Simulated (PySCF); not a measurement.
# Calculated properties of `C([N]([GeH3])[GeH3])=O`

Species: CH7Ge2NO.
Numbering: `[O:1]=[CH:2][N:3]([GeH3:4])[GeH3:5]` (hydrogens: H6 on C2; H7, H8, H9 on Ge4; H10, H11, H12 on Ge5)

Among its groups: amide.

**PBE0-D3(BJ)/def2-SVP geometry optimisation, gas phase (PySCF)**

- Point group: Cs
- Rotational constants A, B, C: 2.957, 1.077, 0.806 GHz

CAM-B3LYP/def2-SVPD ground state and vertical TDDFT (core frozen in the response) (PySCF):

* Dipole moment: 3.49 D
* HOMO energy: -9.14 eV
* LUMO energy: 0.57 eV
* HOMO–LUMO gap: 9.71 eV
* Lowest singlet excitation: 5.63 eV (220 nm, f = 0.000)
* Strongest line among the 6 lowest singlet transitions: S3 at 6.88 eV (180 nm, f = 0.047)
* Static isotropic polarisability: 83.8 au
* Electronic spatial extent ⟨r²⟩ about the centre of nuclear charge: 1239 bohr²

Monoisotopic mass (most abundant isotopes): 196.8951 u.

The rotational constants make it an asymmetric top with κ = (2B − A − C)/(A − C) = -0.75, nearer the prolate limit (−1). No computed singlet falls in the visible range (750 to 380 nm, 1.65 to 3.26 eV); S1 lies 2.37 eV above its blue end. The polarisability is 12.41 Å³ as a volume (1 au = 0.148185 Å³), or 0.91 au for each of the 92 electrons. In atomic units the dipole is 1.37 e·bohr (1 au = 2.5417 D). The principal polarisabilities are 68.8, 86.8 and 95.7 au; their mean is the isotropic value. S1 lies 4.08 eV below the HOMO–LUMO gap.

 Relativistic effects, spin–orbit coupling among them, are left out although an element past zinc is present.

The values belong to the conformer `[O:1]=[CH:2][N:3]([GeH3:4])[GeH3:5]`: O1–C2–N3–Ge4 -179°.
